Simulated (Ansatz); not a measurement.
`N[SiH2]C#C[SiH](N)O` + `N[SiH](O)F` → `N[Si@H](F)O[Si@@H](N)O` + `C#C[SiH2]N`  (ligand exchange at the Si–C bond)

Gas-phase electronic energies from Ansatz, PBE0-D4/def2-TZVP geometries. CCSD(T)/CBS is the MP2 limit (def2-TZVPP, def2-QZVPP) plus CCSD(T) − MP2 in def2-TZVPP, frozen cores. This one scheme is used for every species. Functionals use def2-TZVPP. B3LYP here is the variant with VWN-RPA as its local correlation; programs differ in this. Each species was taken in one conformer, which may not be the lowest.

`N[SiH2]C#C[SiH](N)O`:

Cartesian coordinates in Å:
```
N -0.680 1.051 -3.454
Si -0.979 -0.280 -2.419
C -0.328 -0.104 -0.709
C 0.115 0.038 0.414
Si 0.797 0.263 2.100
N -0.088 -0.824 3.066
O 2.415 -0.007 2.146
H 0.260 1.231 -3.768
H -1.175 1.915 -3.302
H -2.446 -0.460 -2.306
H -0.331 -1.479 -3.003
H 0.694 1.680 2.511
H -0.885 -1.313 2.698
H -0.071 -0.808 4.072
H 2.702 -0.902 1.954
```

`N[SiH](O)F`:

Z-matrix (Å, degrees):
```
Si
O 1 1.629
F 1 1.596 2 112.6
N 1 1.699 2 110.7 3 116.3
H 1 1.474 2 104.5 3 -115.6
H 2 0.959 1 117.0 3 -71.5
H 4 1.007 1 120.5 2 -153.1
H 4 1.006 1 121.6 2 56.5
```

`N[Si@H](F)O[Si@@H](N)O`:

Z-matrix (Å, degrees):
```
Si
O 1 1.634
O 1 1.638 2 112.9
N 1 1.705 2 109.8 3 118.2
H 1 1.476 2 103.6 3 -115.5
H 2 0.959 1 116.5 3 -72.5
Si 3 1.617 1 144.0 2 116.3
H 4 1.008 1 120.1 2 -155.7
H 4 1.007 1 121.2 2 55.6
N 7 1.687 3 107.9 1 155.8
F 7 1.607 3 106.4 1 33.5
H 7 1.475 3 113.8 1 -81.3
H 10 1.005 7 122.3 3 170.0
H 10 1.006 7 121.7 3 -32.1
```

`C#C[SiH2]N`:

Cartesian coordinates in Å:
```
C 0.526 2.280 -0.622
C 0.495 1.145 -0.212
Si 0.428 -0.584 0.402
N -1.033 -1.419 0.082
H 0.556 3.283 -0.982
H 0.614 -0.527 1.872
H 1.534 -1.319 -0.256
H -1.249 -1.698 -0.862
H -1.871 -1.162 0.578
```

(1) Is it downhill or uphill in electronic energy at CCSD(T)/CBS, and by how much? (Estimate.)

(2) What do these levels give: PBE0-D4, B3LYP-D4, ωB97X-V, B2PLYP, r2SCAN, B3LYP, HF/def2-TZVPP, SCS-MP2/def2-TZVPP, CCSD(T)/def2-TZVPP, HF/def2-QZVPP, SCS-MP2/def2-QZVPP, MP2/CBS(def2)? (An estimate is asked.)

Largest T1 diagnostic among the species: 0.012.

Results:

(1) Ansatz gave: Downhill: ΔE = -93.6 kJ/mol.

(2) The calculation gave: PBE0-D4 -86.3, B3LYP-D4 -94.8, ωB97X-V -94.3, B2PLYP -91.7, r2SCAN -90.1, B3LYP -90.0, HF/def2-TZVPP -105.6, SCS-MP2/def2-TZVPP -92.2, CCSD(T)/def2-TZVPP -92.9, HF/def2-QZVPP -107.5, SCS-MP2/def2-QZVPP -93.1, MP2/CBS(def2) -90.6 kJ/mol.

In def2-TZVPP, CCSD(T) changes the Hartree–Fock value by +12.6 kJ/mol (the triples alone add +2.9 kJ/mol) and MP2 by +15.6 kJ/mol. The D4 term adds −4.8 kJ/mol with B3LYP and −2.7 kJ/mol with PBE0; it sums over pairs of atoms, weighted by their polarisabilities, and B3LYP, whose exchange is more repulsive, gets the larger term. From PBE to PBE0 (25 % exact exchange), in def2-TZVPP and without D4, ΔE moves by −6.8 kJ/mol.
